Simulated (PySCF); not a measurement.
Calculation: TPSSh-D3(BJ)/def2-TZVP // r2SCAN-D4/def2-SVP in PySCF. All species are isolated molecules in the gas phase. One relaxed conformer stands for a flexible species; it need not be the lowest. 

Reference species: [Zr(F)4] (neutral, multiplicity 1).

| Item | Value |
|---|---|
| HOMO–LUMO gap | 9.28 eV |
| mean distance from the central atom to its bonded neighbours | 1.901 Å |
| coordination number | 4 |
| LUMO | -1.79 eV |

Changed species: [Zr(F)2(OH)2] (2 of 4 F replaced by OH; the reference has 0 of 4 F replaced by OH).

**Question.** What does the change do to the HOMO–LUMO gap, mean distance from the central atom to its bonded neighbours, coordination number and LUMO?

**Answer.** the HOMO–LUMO gap decreases by 1.28 eV, to 8.00 eV; the mean distance from the central atom to its bonded neighbours goes up by 0.017 Å, to 1.918 Å; the coordination number hardly moves; the LUMO goes up by 1.18 eV, to -0.61 eV.
